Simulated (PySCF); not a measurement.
Se(Me)(OSiH3) (CH6OSeSi), SMILES C[Se]O[SiH3].

The structure is a stationary point at TPSSh-D3(BJ)/def2-SVP. The structure was generated by enumeration, and PubChem lists no compound with its InChIKey, so it may never have been made. Other conformers were not sampled.

Two levels are set side by side: PBE/def2-TZVP (PySCF) and M06-2X/def2-TZVP (PySCF). Same geometry, gas phase. Differences are taken from unrounded values.

```csv
quantity,M06-2X,PBE,PBE minus M06-2X
orbital gap (eV),7.32,2.95,-4.37
highest occupied level (eV),-7.62,-5.23,2.39
lowest empty level (eV),-0.30,-2.28,-1.98
dipole moment (D),1.82,1.69,-0.12
mean polarisability (bohr³),67.0,70.3,3.4
```

PBE's occupied levels lie high since its potential decays too fast outside the molecule; exact exchange lowers them and widens the gap. PBE's more diffuse valence density responds more strongly to a field. Differences between two approximate levels are no errors against the true value.

Rough cost on one machine, each run with all the roots and properties that it gave: M06-2X against PBE about 3 times.
